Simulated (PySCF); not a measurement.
Cd(Br)(SeH) (BrCdHSe), SMILES [SeH][Cd][Br].

The structure is a stationary point at r2SCAN-D4/def2-SVP. The def2 effective core potentials stand for the cores of Cd; spin–orbit coupling is left out. One conformer was computed; it need not be the lowest.

All values below come from IEF-PCM-M06-2X/def2-SVP in PySCF.

The values are the electrostatic part of the solvation free energy, E(continuum) − E(gas) at the gas-phase geometry, in a cavity of scaled van der Waals radii (PySCF's table); cavitation and dispersion terms are not included. A continuum can't describe solvent molecules that bind to the metal. In vacuum the orbital gap is 7.11 eV. The dipole moment in vacuum is 1.28 D.

```tsv
solvent	ε	ΔG(elec) (kcal/mol)	dipole (D)	gap (eV)
water	78.36	-16.7	1.44	7.57
cyclohexanone	15.62	-15.2	1.44	7.53
methanol	32.61	-16.2	1.44	7.56
```
